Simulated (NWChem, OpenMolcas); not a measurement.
**How basis sets differ on C2H7NSi (SMILES C=C[SiH2]N)**

C2H7NSi: 11 atoms, total charge 0, spin state singlet. SMILES: `C=C[SiH2]N`. Geometry: relaxed at PBE0-D4/def2-TZVP. This is one conformer, not always the lowest.

| atom | x (Å) | y (Å) | z (Å) |
| --- | --- | --- | --- |
| C | -0.6761 | 1.3370 | -0.9450 |
| C | 0.0893 | 1.2086 | 0.1351 |
| Si | 0.5965 | -0.4445 | 0.8326 |
| N | 0.0029 | -1.8037 | -0.0286 |
| H | -0.9671 | 2.3046 | -1.3447 |
| H | -1.0468 | 0.4656 | -1.4791 |
| H | 0.4330 | 2.1167 | 0.6316 |
| H | 0.0995 | -0.5366 | 2.2326 |
| H | 2.0832 | -0.5167 | 0.8360 |
| H | 0.4049 | -2.0860 | -0.9063 |
| H | -0.9538 | -2.1021 | 0.0563 |

Each level gives the dipole moment (D). The values are calculated.

```tsv
level	kind	program	value (D)	CPU time
HF/STO-3G	Hartree–Fock	OpenMolcas	0.57	2.7 s
HF/3-21G	Hartree–Fock	OpenMolcas	1.73	3.5 s
HF/6-31G (RICD fitting)	Hartree–Fock	OpenMolcas	1.66	3.1 s
HF/cc-pVDZ	Hartree–Fock	OpenMolcas	1.52	14 s
HF/def2-SVP	Hartree–Fock	NWChem	1.57	11 s
```

The values span 0.57 to 1.73 D. Magnitudes only. Sets without polarisation functions give poor dipoles. Times are those of the runs behind each value, whatever else they computed, on shared processors of several kinds: orders of magnitude only.
